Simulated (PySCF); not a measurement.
## TDDFT excited states: C6H6F2O2

C6H6F2O2.
Bonds: C1–C2, C2–C3 (aromatic), C3–C4 (aromatic), C4–C5 (aromatic), C5–O6, O6–C7, C7–F8, C7–F9, C5–O10 (aromatic), C2–O10 (aromatic). Hydrogens: H11, H12, H13 on C1; H14 on C3; H15 on C4; H16 on C7.

Method used: TDDFT PBE0/def2-SVPD, vertical, gas phase, core orbitals frozen in the response in PySCF 2.14.0, density-fitted response routines. Geometry: PBE0-D3(BJ)/def2-SVP, one conformer, isolated molecule. Torsions of this conformer, `[CH3:1][c:2]1[cH:3][cH:4][c:5]([O:6][CH:7]([F:8])[F:9])[o:10]1`: C4–C5–O6–C7 -177°, C5–O6–C7–F8 -80°.

Question: Predict the UV-vis stick spectrum at this level.

Answer: 

| state | E (eV) | E (hartree) | f | \|μ\| (D) | main configurations (H = HOMO, L = LUMO) |
| --- | --- | --- | --- | --- | --- |
| S1 | 5.68 | 0.2086 | 0.016 | 0.86 | H→L+1 (85%), H→L (12%) |
| S2 | 5.89 | 0.2163 | 0.228 | 3.19 | H→L (86%), H→L+1 (12%) |
| S3 | 6.40 | 0.2350 | 0.0062 | 0.51 | H→L+2 (95%) |
| S4 | 6.55 | 0.2407 | 0.0036 | 0.38 | H→L+3 (97%) |
| S5 | 6.76 | 0.2484 | 0.030 | 1.09 | H→L+4 (72%), H-1→L (26%) |
| S6 | 7.03 | 0.2583 | 0.0028 | 0.33 | H→L+5 (86%) |

The lowest singlet comes at 218 nm (548 kJ/mol) in the ultraviolet; it is weak; its leading configuration is HOMO→LUMO+1 (85%). The strongest level in the table is S2 at 5.89 eV (211 nm, f = 0.228). Löwdin shares by element: HOMO carbon 72% or more (atoms not listed hold the other 28%); LUMO carbon 52% or more, oxygen 15% or more (atoms not listed hold the other 33%). Of the 6 states listed, 3 reach f = 0.01 and none stays under 0.0005. The listed states span 1.35 eV, and the widest gap between neighbours is 0.51 eV (S2 to S3). Orbital energies (eV): HOMO-3 -10.88, HOMO-2 -10.56, HOMO-1 -8.33, HOMO -6.22, LUMO 0.28, LUMO+1 0.57, LUMO+2 1.15. Only the lowest 6 singlets were computed, as vertical energies without vibronic structure.
